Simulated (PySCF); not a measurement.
Species: C3H12AlAs.
Z-matrix (Å and degrees, PBE0-D3(BJ)/def2-SVP geometry), rows numbered from 1:
```
C 
C   1  1.5239
C   2  1.5207  1  112.97
As  2  1.9681  1  109.20  3  -126.06
Al  4  2.5884  2  115.97  1   -56.65
H   1  1.1001  2  112.22  3  -179.97
H   1  1.1016  2  109.89  3   -59.76
H   1  1.1022  2  111.27  3    59.11
H   2  1.1038  1  108.99  3   122.06
H   3  1.1024  2  110.02  1    58.40
H   3  1.1002  2  112.27  1   178.29
H   3  1.1018  2  111.27  1   -60.55
H   4  1.5142  2  100.27  1    73.46
H   4  1.5123  2  101.13  1   173.21
H   5  1.6060  4   95.43  2   -60.54
H   5  1.6051  4   96.73  2    57.76
H   5  1.6002  4  100.58  2   178.76
```

Method: PySCF 2.14.0, delta-SCF UKS SCAN, pcX-2 on the ionised atom, pcseg-1 elsewhere, spin-free X2C. The ground state was rerun for each ionised atom, in the same mixed basis as its hole state.

```tsv
ionised atom	basis functions	E(ground) (Eh)	binding energy (eV)
C1	178	-2619.64640	291.025
C2	178	-2619.64879	291.249
Al5	189	-2619.67858	1565.329
```

**Question.** Fill in the total energy of each core-ionised state.

**Answer.** With binding energy = E(ionised) − E(ground) and 27.2114 eV a hartree:

| atom | binding energy (Eh) | E(ionised) (Eh) |
| --- | --- | --- |
| C1 | 10.6950 | -2608.9514 |
| C2 | 10.7032 | -2608.9456 |
| Al5 | 57.5248 | -2562.1538 |

**Question.** How much do the ground-state energies differ, and what would follow from using one of them for all holes?

**Answer.** They run from -2619.6786 Eh (core basis on Al5) to -2619.6464 Eh (on C1), 0.0322 Eh or 0.88 eV apart, for one and the same state in different bases and grids. Pairing the ion of C1 with the ground state of Al5 would put its binding energy 0.88 eV too high.

The 2 C 1s values lie within 0.23 eV of each other; Gaussian lines of 0.5 eV full width would blend them into one maximum.

Only 1s holes are shown. One atom of each set of topologically equivalent atoms was ionised and stands for the set; in this conformer not all members are related by symmetry, and their own values weren't computed. Isolated species at its PBE0-D3(BJ)/def2-SVP geometry (one conformer only).
